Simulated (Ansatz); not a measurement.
One change: `[Cl][Ge]([Cl])([I])[I]` becomes `[Cl][Sn]([Cl])([I])[I]`.

Ansatz, PBE0-D4/def2-TZVP geometries, multiplicity 1. 

Elements past krypton have def2 core potentials. Scalar relativity is left out up to krypton. Spin–orbit coupling is left out; it splits and shifts lone-pair levels of the heavy atoms by tenths of an eV.

```csv
property,`[Cl][Ge]([Cl])([I])[I]`
HOMO energy (PBE0/def2-TZVPP) / eV,-8.07
HOMO–LUMO gap (PBE/def2-TZVPP) / eV,3.15
LUMO energy (PBE0/def2-TZVPP) / eV,-2.97
size of the dipole moment (B3LYP/def2-TZVPP) / D,1.07
size of the dipole moment (ωB97M-V/def2-TZVPP) / D,1.03
zero-point energy (PBE0-D4/def2-TZVP) / kJ/mol,11.5
```

(1) What does the change do to each property? (Best estimate.)

Results:

(1) Ansatz gave: 
```
                                          property  `[Cl][Sn]([Cl])([I])[I]`  shift
                HOMO energy (PBE0/def2-TZVPP) / eV                     -8.24  -0.17
               HOMO–LUMO gap (PBE/def2-TZVPP) / eV                      2.86  -0.29
                LUMO energy (PBE0/def2-TZVPP) / eV                     -3.48  -0.51
  size of the dipole moment (B3LYP/def2-TZVPP) / D                      1.46   0.39
size of the dipole moment (ωB97M-V/def2-TZVPP) / D                      1.41   0.38
    zero-point energy (PBE0-D4/def2-TZVP) / kJ/mol                       9.6   -1.9
```

With PBE0 the HOMO falls by 0.17 eV and the LUMO falls by 0.51 eV, so the gap narrows by about 0.34 eV. PBE moves the HOMO by -0.17 eV and ωB97M-V by -0.17 eV. Dipoles are sizes alone; their direction can turn.

B3LYP here is the variant with VWN-RPA as its local correlation; programs differ in this.
